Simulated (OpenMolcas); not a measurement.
**Computed transition rates of Fe3+**

```json
{
 "Program": "OpenMolcas",
 "Method": "MS-CASPT2, IPEA 0.25 Eh, imaginary shift 0.1 Eh (closed shells correlated: 3s 3p)",
 "Basis": "ANO-RCC-VTZP [6s5p3d2f1g]",
 "Scalar Hamiltonian": "DKH2, point nucleus",
 "Active space": "5 electrons in 5 orbitals (3d)",
 "State averaging": "2S+1 = 6 even, 1 root; 2S+1 = 4 even, 24 roots kept (CI in the orbitals of an earlier block); 2S+1 = 2 even, 75 roots kept (CI in the orbitals of an earlier block)",
 "Spin-orbit coupling": "RASSI with atomic mean-field integrals over the reference wave functions, term energies averaged over their components"
}
```

Rates come from the transition moments of the reference wave functions (E1 and E2 in the length form). At fixed line strength A goes as λ^-3 for E1 and M1 and as λ^-5 for E2, so a rate at the computed wavelength can be rescaled to the measured one. Measured vacuum wavelengths follow from level energies in Corliss and Sugar, J. Phys. Chem. Ref. Data 11, 135 (1982). Branching counts decays inside the model space alone, at computed energies, and the table is only a selection of the E2 and M1 lines, drawn from those between levels with measured partners whose computed energy lies within a factor of 1.5 of the measured one.

```tsv
Upper	Lower	Type	λ computed (nm)	λ measured (nm)	A computed (s-1)	A rescaled (s-1)	Branching %
3d5 4P 1/2	3d5 4P 3/2	M1	105300	136400	3.90e-05	1.79e-05	98.5
3d5 4D 1/2	3d5 4P 1/2	M1	3239	2865	6.27e-02		62.3
3d5 4D 7/2	3d5 4P 5/2	M1	3152	2836	4.11e-02		91.8
3d5 4D 1/2	3d5 4P 3/2	M1	3142	2806	3.76e-02		37.4
3d5 2G 7/2(1)	3d5 4F 7/2	M1	1955	2122	2.02e-02		19.6
3d5 2G 9/2(1) [74 %]	3d5 4F 9/2	M1	1796	1961	5.36e-02		20.9
3d5 2G 7/2(1)	3d5 2F 7/2(1)	M1	1775	1663	3.54e-02		34.4
3d5 2F 7/2(2)	3d5 4F 9/2	M1	1119	1158	1.35e-01		51.1
3d5 2F 5/2(2)	3d5 2F 7/2(1)	M1	1068	1024	4.46e-02		17.3
3d5 4F 9/2	3d5 4D 7/2	M1	682.6	722.5	1.59e-01		19.5
3d5 4F 7/2	3d5 4D 7/2	M1	679.9	718.6	1.35e-01		16.3
3d5 2D 5/2(1) [75 %]	3d5 4P 5/2	M1	657.1	699.9	6.35e-01		58.3
3d5 2D 3/2(1)	3d5 4P 3/2	M1	639.2	679.4	2.95e-01		60.0
3d5 2D 3/2(1)	3d5 4P 5/2	M1	635.9	675.8	8.13e-02		16.5
3d5 4F 9/2	3d5 4G 11/2	E2	470.3	490.8	2.94e-01	2.38e-01	36.1
3d5 4F 9/2	3d5 4G 11/2	M1	470.3	490.8	1.64e-01		20.1
3d5 2H 11/2	3d5 4G 11/2	M1	386.7	414.5	5.88e-01		50.6
3d5 2S 1/2	3d5 4P 1/2	M1	309.5	319.4	1.63e-01		16.5
3d5 2S 1/2	3d5 4P 3/2	M1	308.6	318.6	7.92e-01		80.5
3d5 4P 5/2	3d5 6S 5/2	M1	267.4	283.7	1.62e+00		100.0
3d5 4P 3/2	3d5 6S 5/2	M1	266.8	283	1.06e+00		100.0
3d5 2P 3/2	3d5 2F 7/2(2)	E2	248.4	257.3	9.45e+00	7.92e+00	34.7
3d5 2P 1/2	3d5 2F 5/2(2)	E2	248	256.6	1.10e+01	9.28e+00	39.6
3d5 2P 1/2	3d5 2D 3/2(1)	E2	194.8	199.7	8.60e+00	7.60e+00	30.9
3d5 2P 3/2	3d5 2D 5/2(1) [75 %]	E2	193.1	197.7	9.14e+00	8.13e+00	33.6
```

Spin-changing lines and M1 lines between different terms are not rescaled, since their strength hangs on the term gaps too.

The largest correction is for 3d5 4P 1/2 → 3d5 4P 3/2 (M1): 3.90e-05 × (105300 / 136400)^3 = 1.79e-05 s-1, a factor of 0.46.

These are rates of the free ion; in crystals, glasses and complexes forced electric-dipole and non-radiative decay shorten such lifetimes by orders of magnitude. No measured rate stands beside these. Rescaling mends the energy factor alone: line strengths can still be far off where a level mixes with configurations outside the active space, and weak or spin-changing lines hang on small mixing coefficients that depend on the term gaps too, so rescaling need not improve them.

CASPT2 breaks the degeneracy within a term, and the mean is taken; among the terms shown or strongly mixed into the levels shown the widest spread is 620 cm-1 (3d5 4F). Blocks of more than 70 roots (2S+1 = 2 even) ran without multistate coupling. Terms from blocks run as CI alone lack orbitals of their own. The CASPT2 spread within a term exceeds the gap to the next term for 3d5 2F(1) and 3d5 4F, so the order of their levels is uncertain, and so are names and mixing where such terms share a J. Computed and measured levels are paired by configuration, term and J; levels that our copy of the source lacks, or whose pairing is in doubt (as where it misses far off the trend of its configuration), stay unpaired. Only configurations of the active space appear.

A share in square brackets marks a mixed level and gives the weight of the term that names it. A number in round brackets counts repeated terms of one configuration in the order of the reference energies.
